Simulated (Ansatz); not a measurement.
Two members of one family (E6 chain), computed with Ansatz in the gas phase. The two geometries come from different levels. A negative affinity means that the extra electron isn't bound at that geometry and level; within about 0.2 eV of zero the sign isn't settled. Binding counts from free atoms in the multiplicity of their measured ground term, without zero-point energy. Sets without diffuse functions give affinities that are too small. A dash marks a value that wasn't run or was left out as unsound. The structures are stationary points that may keep the symmetry of their start. Remarks come from the PBE and PBE0 runs and from stability tests at other levels; not every state was tested. A HOMO above zero means that the electron is unbound at that level and held by the basis, or that self-interaction error raises the level; the energy of removing that electron tells which. HOMO above LUMO (over both spins in singlets and doublets, within one spin in higher multiplets; at PBE or PBE0), or a gap under 0.15 eV within one spin, warns that the state may not be the lowest or that an electron is smeared out.

First: n-GeGeGeSiGeGeH14 (singlet, charge 0, PBE-D4/def2-SVP geometry).

```xyz
20

Ge   -1.2224   -0.0096    2.4508
Ge   -1.7033    1.3716    0.4975
Ge    0.3522    2.4609   -0.2464
Si    2.0127    0.7727   -0.6116
Ge    1.0889   -0.9721   -1.9772
Ge   -0.0830   -2.6737   -0.6768
H     0.1059   -0.7831    2.2335
H    -2.3532   -1.0375    2.7193
H    -1.0568    0.8931    3.7040
H    -2.2361    0.4827   -0.6614
H    -2.8030    2.4156    0.8397
H     0.0993    3.2346   -1.5715
H     0.8220    3.4847    0.8266
H     3.2305    1.3597   -1.2783
H     2.4387    0.1932    0.7127
H     0.1054   -0.3530   -3.0119
H     2.2206   -1.6774   -2.7800
H    -1.3748   -2.0981   -0.0397
H     0.8348   -3.1976    0.4595
H    -0.4784   -3.8666   -1.5887
```

```
              level  HOMO (eV)  LUMO (eV)  gap (eV)  vertical EA (eV)  vertical triplet (eV)  binding per atom (eV)
    PBE-D4/def2-SVP      -6.67      -1.09      5.58                 –                      –                   2.72
   PBE-D4/def2-TZVP      -6.69      -1.26      5.43             -0.49                   5.21                   2.72
r2SCAN-D4/def2-TZVP      -6.94      -1.08      5.86                 –                   5.40                   2.77
   PBE0-D4/def2-SVP      -7.70      -0.36      7.34                 –                      –                   2.72
  PBE0-D4/def2-TZVP      -7.67      -0.50      7.17             -0.67                   5.57                   2.72
```

Remarks: HOMO above zero (-1 doublet), gap within one spin near zero at PBE or PBE0 (-1 doublet), gap within one spin near zero at PBE or PBE0 (triplet).

Second: n-GeGeGeGeSiGeH14 (singlet, charge 0, r2SCAN-D4/def2-SVP geometry).

```xyz
20

Ge    2.560   -1.104   -0.018
Ge    0.762   -1.533   -1.582
Ge   -1.278   -2.040   -0.374
Ge   -2.427   -0.012    0.290
Si   -1.027    1.461    1.539
Ge    0.439    2.688    0.119
H     2.039   -0.322    1.200
H     3.124   -2.445    0.482
H     3.698   -0.300   -0.666
H     1.152   -2.719   -2.484
H     0.523   -0.315   -2.492
H    -0.925   -2.850    0.888
H    -2.219   -2.903   -1.235
H    -2.910    0.713   -0.982
H    -3.676   -0.376    1.116
H    -1.879    2.449    2.276
H    -0.246    0.681    2.551
H     1.289    1.761   -0.765
H     1.391    3.572    0.943
H    -0.388    3.593   -0.807
```

Q: Estimate the same table for the second.

A: 
| level | HOMO (eV) | LUMO (eV) | gap (eV) | vertical EA (eV) | vertical triplet (eV) | binding per atom (eV) |
| --- | --- | --- | --- | --- | --- | --- |
| PBE-D4/def2-SVP | -6.62 | -1.06 | 5.57 | – | – | 2.72 |
| PBE-D4/def2-TZVP | -6.65 | -1.21 | 5.44 | -0.56 | 5.24 | 2.72 |
| r2SCAN-D4/def2-TZVP | -6.90 | -0.99 | 5.91 | – | 5.47 | 2.77 |
| PBE0-D4/def2-SVP | -7.64 | -0.27 | 7.37 | – | – | 2.72 |
| PBE0-D4/def2-TZVP | -7.63 | -0.41 | 7.21 | -0.76 | 5.62 | 2.73 |

Remarks: HOMO above zero (-1 doublet), gap within one spin near zero at PBE or PBE0 (-1 doublet).
